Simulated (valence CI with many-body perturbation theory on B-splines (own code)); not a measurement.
# E1 line list for Tm36+

Level of theory: valence CI with perturbative core correlation (CI+MBPT): five valence electrons over a frozen Dirac-Fock core [Ar] 3d10, radial functions for each j: 9 s, 9 p, 8 d, 6 f, 3 g, 1 h, with the one-electron correlation potential Σ1 (screened to all orders), the two-electron term Σ2, the three-electron term Σ3, Breit, model QED; selected single and double excitations, second order for the rest (own B-spline code, finite nucleus).

The last digits are not significant, and no measured levels were compared; by estimate large intervals hold to a few tenths of a per cent, small ones and those within an open d or f shell to about a per cent. Among the levels kept, up to 310 cm⁻¹ of a level comes from second order outside the variational space, and about a tenth of that is noise between levels of different J, which matters for small intervals.

Lines 1 to 50 of 215 in falling wavelength, among levels below 2493700 cm⁻¹, chosen from the strongest by gf and those to the six lowest levels. Wavelengths and rates use the calculated energies. Electric multipoles are in the length gauge, E1 and E2 with the static RPA response of the core. Weak lines are less certain than strong ones. Lines between different terms over intervals too small for the method are left out, as are lines whose strength nearly cancels. The highest levels of a list are the least certain.

Levels are named by their leading jj configuration (3d3/2^4 stands for four electrons in 3d with j = 3/2), which in mixed levels can hold well under half, so a name can repeat and another be missing. Letters in brackets count levels of one name in rising energy.

| λ vac (nm) | Upper | Lower | A (s⁻¹) | S (a.u.) |
| --- | --- | --- | --- | --- |
| 294.7 | (4s^2 4p1/2^2 4d3/2) J=3/2 | (4s^2 4p3/2^3) J=3/2 | 2.35e+03 | 1.19e-04 |
| 115.6 | (4s 4p1/2^2 4p3/2^2) J=5/2 | (4s^2 4p3/2^3) J=3/2 | 6.08e+04 | 2.78e-04 |
| 45.83 | (4s 4p1/2^2 4p3/2^2) J=1/2 | (4s^2 4p3/2^3) J=3/2 | 7.77e+06 | 7.38e-04 |
| 45.56 | (4s^2 4p1/2^2 4d5/2) J=5/2 | (4s^2 4p3/2^3) J=3/2 | 1.40e+05 | 3.92e-05 |
| 42.00 | (4s 4p1/2^2 4p3/2^2) J=3/2 | (4s^2 4p3/2^3) J=3/2 | 1.92e+07 | 2.81e-03 |
| 19.44 | (4s^2 4p1/2 4p3/2 4d3/2) J=3/2 [a] | (4s^2 4p3/2^3) J=3/2 | 4.39e+07 | 6.36e-04 |
| 19.35 | (4s^2 4p1/2 4p3/2 4d3/2) J=5/2 [a] | (4s^2 4p3/2^3) J=3/2 | 6.91e+07 | 1.48e-03 |
| 19.26 | (4s^2 4p1/2 4p3/2 4d3/2) J=1/2 [a] | (4s^2 4p3/2^3) J=3/2 | 1.28e+08 | 9.00e-04 |
| 19.17 | (4s 4p1/2^2 4p3/2 4d3/2) J=5/2 [a] | (4s^2 4p1/2 4p3/2 4d3/2) J=3/2 [b] | 1.59e+09 | 3.32e-02 |
| 19.14 | (4s^2 4p1/2^2 4d3/2) J=3/2 | (4s^2 4p1/2 4p3/2^2) J=1/2 | 1.81e+06 | 2.50e-05 |
| 18.91 | (4s 4p1/2^2 4p3/2 4d3/2) J=3/2 [a] | (4s^2 4p1/2 4p3/2 4d3/2) J=1/2 [b] | 5.62e+08 | 7.51e-03 |
| 18.91 | (4s 4p1/2^2 4p3/2 4d3/2) J=1/2 [a] | (4s^2 4p1/2 4p3/2 4d3/2) J=1/2 [b] | 1.00e+09 | 6.69e-03 |
| 18.65 | (4s 4p1/2^2 4p3/2 4d3/2) J=5/2 [b] | (4s^2 4p1/2 4p3/2 4d5/2) J=7/2 [b] | 6.01e+08 | 1.15e-02 |
| 18.63 | (4s 4p1/2^2 4p3/2 4d3/2) J=7/2 | (4s^2 4p1/2 4p3/2 4d5/2) J=9/2 | 2.13e+08 | 5.42e-03 |
| 18.32 | (4s 4p1/2^2 4p3/2 4d3/2) J=5/2 [b] | (4s^2 4p1/2 4p3/2 4d5/2) J=5/2 [b] | 3.25e+08 | 5.92e-03 |
| 18.20 | (4s 4p1/2^2 4p3/2 4d3/2) J=7/2 | (4s^2 4p1/2 4p3/2 4d3/2) J=5/2 [b] | 3.52e+09 | 8.38e-02 |
| 17.81 | (4s 4p1/2^2 4p3/2 4d5/2) J=5/2 | (4s^2 4p1/2 4p3/2 4d5/2) J=5/2 [c] | 5.80e+08 | 9.71e-03 |
| 17.57 | (4s 4p1/2^2 4p3/2 4d5/2) J=3/2 | (4s^2 4p1/2 4p3/2 4d5/2) J=3/2 [b] | 7.44e+08 | 7.96e-03 |
| 17.49 | (4s 4p1/2^2 4p3/2 4d5/2) J=5/2 | (4s^2 4p1/2 4p3/2 4d5/2) J=3/2 [b] | 8.91e+08 | 1.41e-02 |
| 17.47 | (4s^2 4p1/2^2 4d3/2) J=3/2 | (4s^2 4p1/2 4p3/2^2) J=5/2 | 6.46e+08 | 6.80e-03 |
| 17.35 | (4s 4p1/2 4p3/2^3) J=3/2 [a] | (4s^2 4p3/2^3) J=3/2 | 8.78e+08 | 9.04e-03 |
| 16.92 | (4s 4p1/2^2 4p3/2 4d5/2) J=7/2 [a] | (4s^2 4p1/2 4p3/2 4d5/2) J=5/2 [c] | 2.65e+09 | 5.08e-02 |
| 16.67 | (4s 4p1/2^2 4p3/2 4d5/2) J=5/2 | (4s^2 4p1/2 4p3/2 4d5/2) J=5/2 [b] | 1.43e+09 | 1.97e-02 |
| 16.45 | (4s 4p1/2^2 4p3/2 4d3/2) J=3/2 [b] | (4s^2 4p1/2 4p3/2 4d3/2) J=3/2 [b] | 3.40e+09 | 2.99e-02 |
| 16.43 | (4s 4p1/2^2 4p3/2 4d5/2) J=3/2 | (4s^2 4p1/2 4p3/2 4d5/2) J=1/2 [a] | 1.15e+09 | 1.01e-02 |
| 16.41 | (4s 4p1/2^2 4p3/2 4d3/2) J=3/2 [b] | (4s^2 4p1/2 4p3/2 4d3/2) J=1/2 [b] | 1.00e+09 | 8.75e-03 |
| 16.34 | (4s^2 4p1/2^2 4d3/2) J=3/2 | (4s^2 4p1/2 4p3/2^2) J=3/2 | 1.01e+08 | 8.70e-04 |
| 16.28 | (4s 4p1/2^2 4p3/2 4d3/2) J=3/2 [b] | (4s^2 4p1/2 4p3/2 4d3/2) J=5/2 [b] | 1.07e+09 | 9.08e-03 |
| 16.13 | (4s 4p1/2^2 4p3/2 4d5/2) J=7/2 [a] | (4s^2 4p1/2 4p3/2 4d5/2) J=7/2 [b] | 3.88e+09 | 6.42e-02 |
| 16.12 | (4s^2 4p1/2 4p3/2 4d5/2) J=5/2 [a] | (4s^2 4p3/2^3) J=3/2 | 3.35e+09 | 4.16e-02 |
| 16.09 | (4s 4p1/2^2 4p3/2 4d5/2) J=9/2 | (4s^2 4p1/2 4p3/2 4d5/2) J=9/2 | 4.92e+09 | 1.01e-01 |
| 16.00 | (4s 4p1/2^2 4p3/2^2) J=5/2 | (4s^2 4p1/2 4p3/2^2) J=5/2 | 4.43e+09 | 5.37e-02 |
| 15.88 | (4s 4p1/2^2 4p3/2 4d5/2) J=7/2 [a] | (4s^2 4p1/2 4p3/2 4d5/2) J=5/2 [b] | 2.15e+09 | 3.39e-02 |
| 15.84 | (4s 4p1/2^2 4p3/2 4d3/2) J=5/2 [a] | (4s^2 4p1/2 4p3/2 4d3/2) J=7/2 | 1.86e+09 | 2.19e-02 |
| 15.81 | (4s 4p1/2^2 4p3/2 4d5/2) J=3/2 | (4s^2 4p1/2 4p3/2 4d5/2) J=3/2 [a] | 1.81e+09 | 1.41e-02 |
| 15.76 | (4s 4p1/2^2 4p3/2 4d3/2) J=5/2 [b] | (4s^2 4p1/2 4p3/2 4d3/2) J=3/2 [b] | 1.07e+09 | 1.24e-02 |
| 15.74 | (4s 4p1/2^2 4p3/2 4d5/2) J=5/2 | (4s^2 4p1/2 4p3/2 4d5/2) J=3/2 [a] | 2.54e+09 | 2.93e-02 |
| 15.60 | (4s 4p1/2^2 4p3/2 4d3/2) J=5/2 [b] | (4s^2 4p1/2 4p3/2 4d3/2) J=5/2 [b] | 2.36e+09 | 2.65e-02 |
| 15.33 | (4s 4p1/2^2 4p3/2 4d3/2) J=7/2 | (4s^2 4p1/2 4p3/2 4d3/2) J=7/2 | 5.96e+09 | 8.48e-02 |
| 15.16 | (4s^2 4p1/2 4p3/2 4d3/2) J=5/2 [b] | (4s^2 4p3/2^3) J=3/2 | 3.31e+08 | 3.42e-03 |
| 15.05 | (4s^2 4p1/2 4p3/2 4d3/2) J=1/2 [b] | (4s^2 4p3/2^3) J=3/2 | 2.28e+09 | 7.69e-03 |
| 15.05 | (4s 4p1/2^2 4p3/2^2) J=5/2 | (4s^2 4p1/2 4p3/2^2) J=3/2 | 7.07e+09 | 7.14e-02 |
| 15.04 | (4s 4p1/2^2 4p3/2 4d5/2) J=9/2 | (4s^2 4p1/2 4p3/2 4d5/2) J=7/2 [a] | 1.03e+10 | 1.74e-01 |
| 15.02 | (4s^2 4p1/2 4p3/2 4d3/2) J=3/2 [b] | (4s^2 4p3/2^3) J=3/2 | 3.20e+08 | 2.14e-03 |
| 14.90 | (4s 4p1/2^2 4p3/2 4d3/2) J=5/2 [a] | (4s^2 4p1/2 4p3/2 4d3/2) J=5/2 [a] | 6.69e+09 | 6.56e-02 |
| 14.85 | (4s 4p1/2^2 4p3/2 4d3/2) J=5/2 [a] | (4s^2 4p1/2 4p3/2 4d3/2) J=3/2 [a] | 2.29e+09 | 2.22e-02 |
| 14.84 | (4s 4p1/2^2 4p3/2 4d3/2) J=3/2 [a] | (4s^2 4p1/2 4p3/2 4d3/2) J=1/2 [a] | 1.97e+09 | 1.27e-02 |
| 14.84 | (4s 4p1/2^2 4p3/2 4d3/2) J=1/2 [a] | (4s^2 4p1/2 4p3/2 4d3/2) J=1/2 [a] | 8.47e+09 | 2.73e-02 |
| 14.78 | (4s 4p1/2^2 4p3/2 4d3/2) J=3/2 [a] | (4s^2 4p1/2 4p3/2 4d3/2) J=5/2 [a] | 4.44e+09 | 2.83e-02 |
| 14.73 | (4s 4p1/2^2 4p3/2 4d3/2) J=3/2 [a] | (4s^2 4p1/2 4p3/2 4d3/2) J=3/2 [a] | 6.03e+09 | 3.81e-02 |
